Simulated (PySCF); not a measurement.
Delta-SCF ions had no search for a lower state. Excitations are Tamm–Dancoff values on a coarser integration grid. The basis has no diffuse functions, so Rydberg states are missing or too high.

Cartesian coordinates (Å):
```xyz
15

C      1.7998    -0.6653    -1.0034
O      0.8560    -0.9777    -0.0113
Si    -0.4207     0.0376     0.3605
N     -0.0938     1.6596     0.8199
N     -1.0546    -0.7475     1.7561
N     -1.3086     0.2079    -1.1170
H      2.5281    -1.4893    -1.0782
H      1.3309    -0.5235    -1.9961
H      2.3582     0.2613    -0.7637
H      0.2914     1.8576     1.7366
H      0.1621     2.3647     0.1380
H     -1.9580    -0.4827     2.1328
H     -0.8935    -1.7445     1.8553
H     -1.5170    -0.6241    -1.6612
H     -2.0802     0.8658    -1.1683
```
Charge 0, spin multiplicity 1.

**Question.** What HOMO–LUMO gap, S1 oscillator strength, total energy, vertical ionisation energy (Delta-SCF), HOMO, LUMO, dipole moment and S1 excitation (TDA) does r2SCAN-D4/def2-TZVP // r2SCAN-D4/def2-SVP in PySCF 2.14.0 give?

**Answer.** 
```json
{
  "HOMO–LUMO gap": "6.36 eV",
  "S1 oscillator strength": "0.027",
  "total_energy": "-572.5998 Ha",
  "vertical ionisation energy (Delta-SCF)": "8.47 eV",
  "HOMO": "-5.68 eV",
  "LUMO": "0.68 eV",
  "dipole_moment": "1.27 D",
  "S1 excitation (TDA)": "6.39 eV"
}
```
